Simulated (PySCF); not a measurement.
Computed shifts of a molecule C₂H₉AlN₂, PBE/pcSseg-1 run with PySCF, GIAO, gas phase, atoms alike by connectivity averaged where their shifts nearly agree, in ppm (number of nuclei): ¹H: 4.46 (1), 3.15 (6), 1.21 (1), 0.93 (1). ¹⁵N: 54.1 (1), 51.2 (1). ¹³C: 37.6 (1), 35.6 (1). References: ¹H against TMS (σ = 31.49 ppm); ¹⁵N against NH3 (σ = 267.0 ppm); ¹³C against TMS (σ = 182.0 ppm), references at their B3LYP-D3(BJ)/def2-TZVP geometries, non-relativistic. Coordinates come from a TPSSh-D3(BJ)/def2-SVP optimisation. One conformer was computed; it need not be the lowest.

Which molecule gave these data?
A) C[NH][AlH][NH]C
B) C[N](C)[AlH][NH2]
C) C[CH2][Al]([NH2])[NH2]

A, C[NH][AlH][NH]C
